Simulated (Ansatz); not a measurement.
Geometry optimisation, Ansatz 0.2.0, DFT PBE-D3(BJ), scalar-relativistic, plane waves, PAW.

Input:

```yaml
crystal:
  lattice:
    - [5.727565, 0.0, 0.0]
    - [0.0, 5.727565, 0.0]
    - [0.0, 0.0, 17.075]
  atoms:
    - { symbol: Al, position: [0.25, 0.25, 0.0585652] }
    - { symbol: Al, position: [0.75, 0.25, 0.0585652] }
    - { symbol: Al, position: [0.25, 0.75, 0.0585652] }
    - { symbol: Al, position: [0.75, 0.75, 0.0585652] }
    - { symbol: Al, position: [0.0, 0.0, 0.1771596] }
    - { symbol: Al, position: [0.5, 0.0, 0.1771596] }
    - { symbol: Al, position: [0.0, 0.5, 0.1771596] }
    - { symbol: Al, position: [0.5, 0.5, 0.1771596] }
    - { symbol: Al, position: [0.25, 0.25, 0.295754] }
    - { symbol: Al, position: [0.75, 0.25, 0.295754] }
    - { symbol: Al, position: [0.25, 0.75, 0.295754] }
    - { symbol: Al, position: [0.75, 0.75, 0.295754] }
    - { symbol: Al, position: [0.0, 0.0, 0.4143485] }
    - { symbol: Al, position: [0.5, 0.0, 0.4143485] }
    - { symbol: Al, position: [0.0, 0.5, 0.4143485] }
    - { symbol: Al, position: [0.5, 0.5, 0.4143485] }
    - { symbol: O, position: [-0.0017778, 0.4997363, 0.5262079] }
basis:
  ecutwfc: 420.0
kpoints:
  mp_grid: { grid: [3, 3, 1] }
hamiltonian:
  xc: pbe
  dispersion: d3bj
scf:
  occupations: { method: fermi_dirac, width: 0.15 }
  lower_state_search: "off"
relax:
  f_tol: 0.03
  max_steps: 60
  adjacent_minimum: "off"
  constraints: [{ sites: [0, 1, 2, 3] }]
output:
  write_density: true
  write_potential: true
  elf: true
  volumetric_format: npy
```

Command:

```bash
$ ansatz run input.yaml --threads 1 --pin off --max-ram 3072MiB --backend cpu --events-out ev --progress --plain --runs-dir out
```

Question: Where does it end, and by what steps?

Answer: The forces met the threshold. Limits of this set-up: coarse k mesh, thin slab, slab without dipole correction. After 12 steps the energy has fallen by 2.580 eV; O17 moved furthest, 1.63 Å. Joined: Al16–O17.

```
step  energy less start (eV)  largest force component (eV/Å)  accepted
   0                  0.0000                           3.977       yes
   1                 -0.4867                           2.673       yes
   2                 -0.6377                           2.110       yes
   3                 -0.7452                           0.292       yes
   4                 -0.8750                           0.686       yes
   5                 -1.1649                           1.183       yes
   6                 -1.6337                           1.694       yes
   7                 -2.2884                           1.029       yes
   8                 -2.4419                           1.295       yes
   9                 -2.5607                           0.359       yes
  10                 -2.5780                           0.042       yes
  11                 -2.5785                           0.036       yes
  12                 -2.5796                           0.006       yes
```

```xyz
17
Lattice="5.7276 0.0000 0.0000 0.0000 5.7276 0.0000 0.0000 0.0000 17.0750" Properties=species:S:1:pos:R:3
Al 1.432 1.432 1.000
Al 4.296 1.432 1.000
Al 1.432 4.296 1.000
Al 4.296 4.296 1.000
Al -0.010 0.000 3.001
Al 2.877 0.000 3.000
Al -0.004 2.864 2.953
Al 2.869 2.864 2.953
Al 1.434 1.478 5.005
Al 4.297 1.495 4.992
Al 1.434 4.248 5.006
Al 4.297 4.232 4.992
Al 0.028 0.000 6.850
Al 2.839 0.000 6.852
Al -0.005 2.864 7.135
Al 2.888 2.863 7.137
O -1.421 2.866 8.173
```

Run time: 2.1 min on 1 thread of Arm Neoverse V2 (shared host), peak memory 0.58 GiB.
